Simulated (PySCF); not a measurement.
C₃H₆F₂Si, SMILES C(=C/[SiH2]CF)/F. Atoms are numbered in the order given.

```xyz
12

F      1.3859     1.5921     0.0000
C      0.1615     2.1458     0.0000
C     -0.9503     1.4170     0.0000
Si    -1.0271    -0.4563     0.0000
C      0.7086    -1.2262     0.0000
F      0.5554    -2.6102     0.0000
H      0.2213     3.2401     0.0000
H     -1.8811     1.9951     0.0000
H     -1.7663    -0.9251     1.2072
H     -1.7663    -0.9251    -1.2072
H      1.2905    -0.9266    -0.8882
H      1.2905    -0.9266     0.8882
```

Geometry optimised at ωB97X-D3(BJ)/def2-SVP. The structure was generated by enumeration; whether it is a known compound was not checked. Other conformers were not sampled.

All values below come from PBE/def2-TZVP (PySCF).

Symmetry labels are those of the subgroup Cs that the program uses (full group Cs).

Computed valence orbital energies around the gap with their symmetry:
| orbital | symmetry | energy (eV) |
|---|---|---|
| HOMO−7 | A" | -11.43 |
| HOMO−6 | A' | -10.12 |
| HOMO−5 | A' | -9.42 |
| HOMO−4 | A" | -8.60 |
| HOMO−3 | A' | -8.37 |
| HOMO−2 | A" | -7.90 |
| HOMO−1 | A' | -7.05 |
| HOMO | A" | -6.72 |
| LUMO | A" | -1.50 |
| LUMO+1 | A' | -0.19 |
| LUMO+2 | A' | 0.05 |
| LUMO+3 | A' | 0.77 |
